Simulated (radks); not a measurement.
Results of a calculation; reference values are marked as such.
The lanthanum ion La5+, configuration [Kr] 4d10 5s2 5p4. Code: a radial shooting solver on a logarithmic mesh with Libxc functionals. Model: Dirac Kohn-Sham, PBE, spin-unpolarised, spherical densities, finite nucleus; open shells fill j = l - 1/2 first; Fermi nuclear charge, rms radius 4.855 fm.

Unscreened Slater integrals over Kohn-Sham orbitals (eV). Large and small components are both included. Empty in this configuration: 4f5/2.

F0(5p3/2,5p3/2): 14.528
F2(5p3/2,5p3/2): 7.9316
F0(5p3/2,5p1/2): 14.776
G2(5p3/2,5p1/2): 8.0193
F0(5p3/2,5s1/2): 15.349
G1(5p3/2,5s1/2): 10.331
F0(5p3/2,4d5/2): 17.926
F2(5p3/2,4d5/2): 5.4414
G1(5p3/2,4d5/2): 1.5892
G3(5p3/2,4d5/2): 1.5599
F0(5p3/2,4f5/2): 17.010
F2(5p3/2,4f5/2): 6.4895
G2(5p3/2,4f5/2): 3.5461
G4(5p3/2,4f5/2): 2.7672
F0(5p1/2,5p1/2): 15.044
F0(5p1/2,5s1/2): 15.662
G1(5p1/2,5s1/2): 10.810
F0(5p1/2,4d5/2): 18.475
G3(5p1/2,4d5/2): 1.7290
F0(5p1/2,4f5/2): 17.481
G2(5p1/2,4f5/2): 3.9043
F0(5s1/2,5s1/2): 16.391
F0(5s1/2,4d5/2): 19.840
G2(5s1/2,4d5/2): 2.3495
F0(5s1/2,4f5/2): 18.633
G3(5s1/2,4f5/2): 4.0290
F0(4d5/2,4d5/2): 31.909
F2(4d5/2,4d5/2): 16.267
F4(4d5/2,4d5/2): 10.882
F0(4d5/2,4f5/2): 27.482
F2(4d5/2,4f5/2): 13.136
F4(4d5/2,4f5/2): 8.3672
G1(4d5/2,4f5/2): 15.570
G3(4d5/2,4f5/2): 9.7057
G5(4d5/2,4f5/2): 6.8435
F0(4f5/2,4f5/2): 24.388
F2(4f5/2,4f5/2): 11.626
F4(4f5/2,4f5/2): 7.2974
